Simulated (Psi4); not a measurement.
HB, charge -1, doublet, at the geometry of the source list (a state made from the parent by changing its charge; the spin is typed, not shown lowest) (a gas-phase anion, which may not be bound at this level); CCSD(T)/6-31G** run with Psi4.

Here is a job for Psi4.
```
memory 2 GB

molecule mol {
-1 2
  B     0.322700    0.097900   -0.471900
  H    -0.322700   -0.097900    0.471900
}

set basis 6-31g**
set reference uhf

energy('ccsd(t)')
print_variables()
```

What the program printed (banner, timings and long lists left out):

```
   => Loading Basis Set <=

    Name: 6-31G**
    Role: ORBITAL
    Keyword: BASIS

         ---------------------------------------------------------
                                   SCF
               by Justin Turney, Rob Parrish, Andy Simmonett
                          and Daniel G. A. Smith
                              UHF Reference
         ---------------------------------------------------------

  ==> Geometry <==

    Molecular point group: c2v
    Full point group: C_inf_v

    Geometry (in Angstrom), charge = -1, multiplicity = 2:

       Center              X                  Y                   Z               Mass
    ------------   -----------------  -----------------  -----------------  -----------------
         B           -0.000000000000     0.000000000000    -0.097285556239    11.009305360000
         H            0.000000000000     0.000000000000     1.062730495374     1.007825032230

  Running in c2v symmetry.

  Rotational constants: A = ************  B =     13.56826  C =     13.56826 [cm^-1]
  Rotational constants: A = ************  B = 406766.25449  C = 406766.25449 [MHz]
  Nuclear repulsion =    2.280904690646925

  Charge       = -1
  Multiplicity = 2
  Electrons    = 7
  Nalpha       = 4
  Nbeta        = 3

  ==> Algorithm <==

  SCF Algorithm Type is PK.
  DIIS enabled.
  MOM disabled.
  Fractional occupation disabled.
  Guess Type is SAD.
  Energy threshold   = 1.00e-08
  Density threshold  = 1.00e-08
  Integral threshold = 1.00e-12

  ==> Primary Basis <==

  Basis Set: 6-31G**
    Blend: 6-31G**
    Number of shells: 9
    Number of basis functions: 20
    Number of Cartesian functions: 20
    Spherical Harmonics?: false
    Max angular momentum: 2

  ==> Integral Setup <==

  Using in-core PK algorithm.
   Calculation information:
      Number of atoms:                   2
      Number of AO shells:               9
      Number of primitives:             20
      Number of atomic orbitals:        20
      Number of basis functions:        20

      Integral cutoff                 1.00e-12
      Number of threads:                 1

  Performing in-core PK
  Using 44310 doubles for integral storage.
  We computed 1035 shell quartets total.
  Whereas there are 1035 unique shell quartets.

  ==> DiskJK: Disk-Based J/K Matrices <==

    J tasked:                  Yes
    K tasked:                  Yes
    wK tasked:                  No
    Schwarz Cutoff:          1E-12

  Minimum eigenvalue in the overlap matrix is 2.9928587958E-02.
  Reciprocal condition number of the overlap matrix is 7.0449553981E-03.
    Using symmetric orthogonalization.

  ==> Pre-Iterations <==

  SCF Guess: Superposition of Atomic Densities via on-the-fly atomic UHF (no occupation information).

   -------------------------
    Irrep   Nso     Nmo
   -------------------------
     A1        11      11
     A2         1       1
     B1         4       4
     B2         4       4
   -------------------------
    Total      20      20
   -------------------------

  ==> Iterations <==

                        Total Energy        Delta E     RMS |[F,P]|

   @UHF iter SAD:   -24.46374706766353   -2.44637e+01   0.00000e+00
   @UHF iter   1:   -25.03707660122844   -5.73330e-01   1.14378e-02 DIIS/ADIIS
   @UHF iter   2:   -25.05518820910989   -1.81116e-02   2.05460e-03 DIIS/ADIIS
   @UHF iter   3:   -25.05566525359185   -4.77044e-04   6.11494e-04 DIIS/ADIIS
   @UHF iter   4:   -25.05575113122136   -8.58776e-05   1.72094e-04 DIIS/ADIIS
   @UHF iter   5:   -25.05576177590427   -1.06447e-05   5.30584e-05 DIIS
   @UHF iter   6:   -25.05576309377330   -1.31787e-06   1.94599e-05 DIIS
   @UHF iter   7:   -25.05576326345162   -1.69678e-07   5.78278e-06 DIIS
   @UHF iter   8:   -25.05576327708889   -1.36373e-08   1.33358e-06 DIIS
   @UHF iter   9:   -25.05576327770391   -6.15021e-10   2.85565e-07 DIIS
   @UHF iter  10:   -25.05576327772795   -2.40341e-11   5.60829e-08 DIIS
   @UHF iter  11:   -25.05576327772889   -9.45022e-13   1.37791e-08 DIIS
   @UHF iter  12:   -25.05576327772897   -8.17124e-14   3.29502e-09 DIIS
  Energy and wave function converged.

  ==> Post-Iterations <==

   @Spin Contamination Metric:   8.027223939E-03
   @S^2 Expected:                7.500000000E-01
   @S^2 Observed:                7.580272239E-01
   @S   Expected:                5.000000000E-01
   @S   Observed:                5.000000000E-01

    Orbital Energies [Eh]
    ---------------------

    Alpha Occupied:

[...]
       1B1     0.036431

    Alpha Virtual:

[...]
      11A1     4.061511

    Beta Occupied:

[...]
    Beta Virtual:

[...]
    Final Occupation by Irrep:
             A1    A2    B1    B2
    DOCC [     3,    0,    0,    0 ]
    SOCC [     0,    0,    1,    0 ]
    NA   [     3,    0,    1,    0 ]
    NB   [     3,    0,    0,    0 ]

  @UHF Final Energy:   -25.05576327772897

   => Energetics <=

    Nuclear Repulsion Energy =              2.2809046906469255
    One-Electron Energy =                 -39.5105253421993652
    Two-Electron Energy =                  12.1738573738234628
    Total Energy =                        -25.0557632777289747

  UHF NO Occupations:
  HONO-2 :    2 A1 1.9999566
  HONO-1 :    3 A1 1.9960227
  HONO-0 :    1 B1 1.0000000
  LUNO+0 :    4 A1 0.0039773
  LUNO+1 :    5 A1 0.0000434
  LUNO+2 :    6 A1 0.0000008
  LUNO+3 :    2 B1 0.0000000

Computation Completed

Properties will be evaluated at   0.000000,   0.000000,   0.000000 [a0]

Properties computed using the SCF density matrix

 Multipole Moments:

 ------------------------------------------------------------------------------------
     Multipole            Electronic (a.u.)      Nuclear  (a.u.)        Total (a.u.)
 ------------------------------------------------------------------------------------

 L = 1.  Multiply by 2.5417464519 to convert [e a0] to [Debye]
 Dipole X            :          0.0000000            0.0000000            0.0000000
[...]
  ----     ---------------------    ---------   ----------  ----------  ----------   --------
     0        -0.069006066531353    0.000e+00    0.000000    0.000000    0.000000    0.000000
     1        -0.082477916150648    5.439e-02    0.008201    0.000000    0.000000    0.000000
     2        -0.089250919926655    2.681e-02    0.014290    0.000000    0.000000    0.000000
     3        -0.089789999818795    9.344e-03    0.016051    0.000000    0.000000    0.000000
     4        -0.089915368626253    2.330e-03    0.016161    0.000000    0.000000    0.000000
     5        -0.089869411040005    8.295e-04    0.016083    0.000000    0.000000    0.000000
     6        -0.089880914462637    2.567e-04    0.016064    0.000000    0.000000    0.000000
     7        -0.089884085699451    5.439e-05    0.016057    0.000000    0.000000    0.000000
     8        -0.089882639893110    1.771e-05    0.016052    0.000000    0.000000    0.000000
     9        -0.089883015222701    5.606e-06    0.016051    0.000000    0.000000    0.000000
    10        -0.089883056634591    1.842e-06    0.016051    0.000000    0.000000    0.000000
    11        -0.089883029258361    6.084e-07    0.016051    0.000000    0.000000    0.000000
    12        -0.089883023530717    1.768e-07    0.016051    0.000000    0.000000    0.000000
    13        -0.089883025269803    6.633e-08    0.016051    0.000000    0.000000    0.000000

    Iterations converged.

    Largest TIA Amplitudes:
              2   2         0.0116515202
              3   9         0.0103882598
              2   4         0.0084331479
              1   1         0.0059577751
              1   4         0.0052885030
              2   1        -0.0050109927
              1   5        -0.0019203588
              1   2         0.0018721803
              2   5         0.0015366125
              1   7         0.0012109515

    Largest Tia Amplitudes:
              2   0         0.0292072083
              1   0         0.0134303505
              2   2         0.0122791066
              2   1         0.0090052607
              2   3         0.0064936562
              1   3         0.0053440373
              1   1        -0.0038526868
              1   5        -0.0033650790
              2   4        -0.0031559618
              2   5        -0.0017944831

    Largest TIJAB Amplitudes:
      3   2   9   2        -0.0282642856
      3   1   9   1        -0.0207241142
      3   2  10   0         0.0172286960
      2   1   2   1        -0.0143854526
      3   2   9   1         0.0124753161
      3   2  10   3         0.0119945112
      3   1   9   0        -0.0104929499
      2   1  14  12        -0.0104513965
      2   1   2   0        -0.0100596070
      3   1  12   8        -0.0093507423

    Largest Tijab Amplitudes:
      2   1   2   1         0.0122046048
      2   1  11   9        -0.0116334250
      2   1  15  13        -0.0094870877
      2   1   2   0        -0.0086977564
      2   1  11  10        -0.0056309966
      2   1   1   0        -0.0054427346
      2   1   3   2         0.0052846344
      2   1   3   1         0.0052667966
      2   1  15  14        -0.0050016868
      2   1   5   0         0.0036415884

    Largest TIjAb Amplitudes:
      2   2  12  13        -0.1366852642
      1   2  12  13        -0.0563581613
      2   2   0   0        -0.0526760636
      2   2   2   2        -0.0521133933
      1   1  12  13        -0.0452577467
      3   2   9   2        -0.0430773525
      2   1  12  13        -0.0423676071
      1   1   1   1         0.0395549863
      2   2  12  14        -0.0315770923
      2   2  13  13        -0.0304707356

    SCF energy       (wfn)                    =  -25.055763277728975
    Reference energy (file100)                =  -25.055763277728982

    Opposite-spin MP2 correlation energy      =   -0.060429761350280
    Same-spin MP2 correlation energy          =   -0.008576305181073
    Singles MP2 correlation energy            =   -0.000000000000000
    MP2 correlation energy                    =   -0.069006066531353
      * MP2 total energy                      =  -25.124769344260336

    Opposite-spin CCSD correlation energy     =   -0.080673774245055
    Same-spin CCSD correlation energy         =   -0.009209251024747
    Singles CCSD correlation energy           =    0.000000000000000
    CCSD correlation energy                   =   -0.089883025269803
      * CCSD total energy                     =  -25.145646302998784

            **************************
            *                        *
            *        CCTRIPLES       *
            *                        *
            **************************

    Wave function   =    CCSD_T
    Reference wfn   =      UHF

    Nuclear Rep. energy (wfn)                =    2.280904690646925
    SCF energy          (wfn)                =  -25.055763277728975
    Reference energy    (file100)            =  -25.055763277728982
    CCSD energy         (file100)            =   -0.089883025269803
    Total CCSD energy   (file100)            =  -25.145646302998784

    Number of ijk index combinations:
    Spin Case AAA:                                   4
    Spin Case BBB:                                   1
    Spin Case AAB:                                  18
    Spin Case ABB:                                  12
    AAA (T) energy                             =   -0.000012513525127
    BBB (T) energy                             =   -0.000000113851588
    AAB (T) energy                             =   -0.001232691157958
    ABB (T) energy                             =   -0.000518504672956
    (T) energy                                   =   -0.001763823207629
      * CCSD(T) total energy                     =  -25.147410126206413

  Variable Map:
  ----------------------------------------------------------------------------
[...]
  Array Variable Map:
  ----------------------------------------------------------------------------
[...]
[...]
```
